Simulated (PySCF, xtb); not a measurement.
GaH₂, SMILES [GaH2], multiplicity 2.

Harmonic wavenumbers (cm⁻¹) from GFN2-xTB (xtb) at its own minimum, in rising order: 347, 726, 883.

Problem. What does PBE-D3(BJ)/def2-TZVPD in PySCF give at its own minimum? (The exact figures need the calculation; the answer reports its results.)

Solution. 709, 1715, 1795. Paired by order, the mean absolute difference is 755 cm⁻¹ and the zero-point energies are 2.8 and 6.0 kcal/mol.
